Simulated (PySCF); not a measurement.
# Heteronuclear NMR

Numbering as in the mapped SMILES `[CH3:1][O:2][C@@H:3]([F:4])[C:5]([F:6])([F:7])[F:8]`. Hydrogens are named by the atom that carries them.

PySCF 2.14 calculation with shieldings: GIAO KT3/pcSseg-2, geometry: PBE0-D3(BJ)/def2-SVP and B3LYP/pcJ-1 coupling constants (spin–dipole term only in couplings to heteroatoms); a single conformation, no relativistic terms, one averaged value for each set of equivalent atoms, in vacuum.

**Question.** Where does 19F resonate?

**Answer.** 
| atoms | environment | σ (ppm) | δ (ppm) |
| --- | --- | --- | --- |
| F6/F7/F8 | fluorine of a CF3 group | 261.1 | -89.6 |
| F4 | fluorine on an sp3 carbon | 326.9 | -150.4 |

Shieldings were converted by a linear fit to measured shifts: 19F: δ = 151.54 − 0.923σ (rms 8.9 ppm, 17 shifts vs CFCl3, solution or neat liquid). A few per cent of atoms miss by over 2 rms, more outside the fitted compound classes. Couplings are scaled by factors fitted to measured values: 2J(H,H) × 0.91 (rms 0.6 Hz), 1J(C,F) × 0.77 (rms 7.3 Hz), 2J(C,F) × 1.09 (rms 1.9 Hz, 5.0 with 1 outliers), 3J(C,F) × 1.48 (rms 1.3 Hz); all others are unscaled and can be 10–30 % off.

Couplings (the largest are listed; each averaged over equivalent pairs): 1J(C5,F6) = -269.4 Hz, 1J(C3,F4) = -225.4 Hz, 2J(F4,H(C3)) = 70.1 Hz, 2J(F6,F7) = 62.6 Hz, 2J(C3,F6) = 45.9 Hz, 2J(F4,C5) = 33.9 Hz, 2J(O2,F4) = -31.4 Hz, 3J(F4,F6) = -13.0 Hz, 3J(F6,H(C3)) = 3.5 Hz, 3J(C1,F4) = -1.2 Hz.

On a 500 MHz spectrometer 19F resonates near 470.5 MHz, so 1 ppm is 470.5 Hz.
